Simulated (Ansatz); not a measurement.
The same path of Cl2FH3Si2 + H2 (10 atoms, charge 0, multiplicity 1) was run twice with different band settings. Lost on the way: Si1–Si2, H9–H10. Made: Si1–H9, Si2–H10.

These are results of Ansatz 0.2.0, RKS B3LYP-D4/def2-SVP, not measurements.

Relaxed end points:

```xyz
10
Properties=species:S:1:pos:R:3
Si -0.320 -0.335 0.098
Si -0.286 -0.315 2.435
H -1.666 -0.568 2.936
H 0.642 -1.376 2.916
H 0.186 1.025 2.876
Cl 1.577 -0.084 -0.686
Cl -1.561 1.137 -0.643
F -0.873 -1.754 -0.460
H 2.138 2.380 0.935
H 2.153 2.942 1.449
```

```xyz
10
Properties=species:S:1:pos:R:3
Si 0.662 0.316 -0.747
Si -0.182 0.295 3.201
H -1.437 -0.427 2.854
H 0.978 -0.638 3.167
H -0.303 0.875 4.570
Cl 1.009 -0.574 -2.560
Cl -0.817 1.721 -0.926
F 0.140 -0.829 0.271
H 1.899 0.905 -0.208
H 0.041 1.407 2.232
```

Common settings: movable images 5; climbing image yes; optimiser quadratic models (default); start path through a guess of the saddle point; force threshold 0.05 eV/Å; iteration limit 60; end points relaxed.

| run | spring |
| --- | --- |
| 1 | 5.0 eV/Å² |
| 2 | 20.0 eV/Å² |

(1) What does each run give, and how far can it be trusted?

Answers

(1) Run 1: converged after 26 iterations, highest image 2.790 eV above the first end. Neighbouring images differ by up to 2.6 eV, so the band resolves the path poorly. A vibrational analysis at the climbing image gives one clearly imaginary mode, 1420i cm⁻¹: a first-order saddle point.
Run 2: converged after 29 iterations, highest image 2.790 eV above the first end. Neighbouring images differ by up to 2.6 eV, so the band resolves the path poorly. Another band between the same ends (5 images) ends at a top of the same energy, where a vibrational analysis finds 1 clearly imaginary mode.
The orbitals stay closed-shell, which can raise the energy where a bond breaks towards radicals; this wasn't checked here.
